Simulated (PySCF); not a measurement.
SMILES O=C(O[C](COC)C)C (C6H11O3), doublet (GFN2-xTB optimised geometry):

```
20

C     -2.859     0.213     2.526
O     -2.095    -0.175     1.414
C     -1.028     0.717     1.140
C     -0.223     0.201     0.000
C      0.320    -1.174     0.000
O     -0.087     1.082    -1.020
C      0.669     0.897    -2.123
C      0.558     2.104    -3.020
O      1.349    -0.078    -2.347
H     -3.639    -0.537     2.642
H     -3.319     1.197     2.372
H     -2.248     0.249     3.437
H     -1.414     1.718     0.894
H     -0.401     0.805     2.049
H     -0.047    -1.693     0.880
H      1.414    -1.174     0.000
H      0.013    -1.718    -0.895
H     -0.455     2.496    -3.002
H      0.842     1.827    -4.031
H      1.236     2.878    -2.665
```

Calculation: unrestricted PBE0/def2-SVP in PySCF 2.14.0.

**Question.** What are the frontier orbital energies (α orbitals alone; a β orbital can be the lowest empty one) and the dipole moment?

**Answer.** HOMO-2 -7.86 eV, HOMO-1 -7.42 eV, HOMO -4.96 eV, LUMO 0.38 eV, LUMO+1 1.84 eV; dipole moment 2.70 D.

Meta-Löwdin charges at PBE0/def2-SVP: C1 -0.08, O2 -0.40, C3 0.02, C4 0.17, C5 -0.32, O6 -0.29, C7 0.49, C8 -0.34, O9 -0.44, H10 0.11, H11 0.08, H12 0.08, H13 0.09, H14 0.08, H15 0.12, H16 0.12, H17 0.12, H18 0.12, H19 0.13, H20 0.13.
